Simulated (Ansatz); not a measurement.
Basis sets compared for Ge3Se4. The state is a singlet with charge 0. Geometry PBE-D4/def2-SVP. Ansatz on 4 threads of Intel Xeon Platinum 8175M on a shared host; times are rough, and most runs start from earlier orbitals.

```xyz
7

Ge    1.0356    1.1322    1.6694
Ge    0.7134   -0.7130   -2.0308
Ge   -2.7127   -0.6488    0.5598
Se    2.2614   -0.5793    0.0931
Se    1.5707    1.4922   -0.8822
Se   -1.5908   -1.2130   -1.4738
Se   -1.2776    0.5297    2.0645
```

Another isomer (singlet) lies 1.07 eV lower at PBE0-D4/def2-TZVP; other spin states weren't run for this one.

Binding counts from free atoms (Ge triplet, Se triplet) in the same basis, without a counterpoise term.

```csv
level,functions,energy (Eh),HOMO (eV),LUMO (eV),binding per atom (eV),wall time
PBE-D4/def2-SVP,224,-15833.1538,-5.88,-3.68,3.15,6.5 s
PBE0-D4/def2-SVP,224,-15833.5859,-6.79,-3.09,2.94,19 s
```

Task: Estimate the rows for PBE-D4/def2-TZVP (with forces), PBE0-D4/def2-TZVP.

Result: 
| level | functions | energy (Eh) | HOMO (eV) | LUMO (eV) | binding per atom (eV) | wall time |
| --- | --- | --- | --- | --- | --- | --- |
| PBE-D4/def2-TZVP (with forces) | 336 | -15835.1152 | -5.88 | -3.70 | 3.15 | 14 s |
| PBE0-D4/def2-TZVP | 336 | -15835.5480 | -6.75 | -3.08 | 2.96 | 49 s |
